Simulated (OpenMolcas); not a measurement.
Mn2+, Tc2+, Re2+: d5 down the group

- Program: OpenMolcas
- Method: MS-CASPT2, IPEA 0.25 Eh, imaginary shift 0.1 Eh
- Basis: ANO-RCC-VQZP
- Scalar Hamiltonian: DKH2, point nucleus
- Spin-orbit coupling: RASSI with atomic mean-field integrals over the reference wave functions, term energies averaged over their components

Active space for each ion: 5 electrons in 6 orbitals (d s); closed shells correlated by CASPT2: Mn2+ 3s 3p; Tc2+ 4s 4p; Re2+ 5s 5p.

Computed levels in cm-1 above 6S 5/2:

```csv
Level,Mn2+,Tc2+,Re2+
4G 7/2,26730,20010,17710
4G 11/2,26740,20070,18880
4G 9/2,26740,20110,19290
2I 11/2,39350,29710,28010
2I 13/2,39400,30090,30570
4F 5/2,43480,33180,32020
2H 11/2,46960,37080,40000
2S 1/2,55030,41220,39400
2D 3/2(2),61120,46680,44880
weight of 6S in the lowest level (%),100,99,88
```

Mixed levels, with the weight of the term that names them: Mn2+ 4F 5/2 (64 %), Re2+ 4G 7/2 (64 %), Re2+ 2I 11/2 (75 %), Re2+ 4F 5/2 (64 %), Re2+ 2H 11/2 (60 %), Re2+ 2S 1/2 (52 %), Re2+ 2D 3/2(2) (72 %).

Measured, with the error of the calculation in %. Measured levels: Mn2+ from Corliss and Sugar, J. Phys. Chem. Ref. Data 6, 1253 (1977); Re2+ from the list in Brasseur, Gamrath and Quinet, At. Data Nucl. Data Tables 157, 101636 (2024).

```json
{"Level": "4G 7/2", "Mn2+": "26860 (-0.5)", "Re2+": "16890 (+4.8)"}
{"Level": "4G 11/2", "Mn2+": "", "Re2+": "18020 (+4.7)"}
{"Level": "4G 9/2", "Mn2+": "", "Re2+": "18346 (+5.2)"}
{"Level": "2I 11/2", "Mn2+": "39174 (+0.4)", "Re2+": "26170 (+7.0)"}
{"Level": "2I 13/2", "Mn2+": "39176 (+0.6)", "Re2+": "28588 (+6.9)"}
{"Level": "4F 5/2", "Mn2+": "43669 (-0.4)", "Re2+": "30302 (+5.7)"}
{"Level": "2H 11/2", "Mn2+": "46671 (+0.6)", "Re2+": ""}
{"Level": "2D 3/2(2)", "Mn2+": "61580 (-0.7)", "Re2+": ""}
```

Without spin-orbit coupling 4G lies 26740, 20040, 18310 cm-1 above 6S in that order; the difference to the level 4G 7/2, of either sign, comes from spin-orbit coupling, which also lowers the zero.

CASPT2 does not keep the components of a term degenerate, so their means are used; among the terms shown or strongly mixed into the levels shown the widest spread is 520 cm-1 (5d5 4G, Re2+). Over all roots computed the reference weight is 0.88 to 0.94 in Mn2+; the roots of lowest weight are the least certain, and an intruder state may touch them. Blocks of more than 70 roots (2S+1 = 2 even) ran without multistate coupling. Terms from blocks run as CI alone lack orbitals of their own. Some high roots are left out of the spin-orbit mixing, which shifts the levels that they would mix with (holds for Tc2+; Re2+). Configurations are named by rounded mean occupations; where the s occupation lies near a half they are strongly mixed, a name can repeat and a true partner stay unpaired (holds for Tc2+; Re2+). The CASPT2 spread within a term exceeds the gap to the next term for 5d4 6s 4F and 5d5 2D(2), so the order of their levels is uncertain, and so are names and mixing where such terms share a J (holds for Re2+). Measured partners are found by configuration, term and J. A level has none where our copy of the source lacks it or the pairing is in doubt (some pairs that miss far off the trend of their configuration count as doubtful), and it then counts in no deviation. Only configurations of the active space appear.

A number in round brackets counts repeated terms of one configuration in the order of the reference energies.
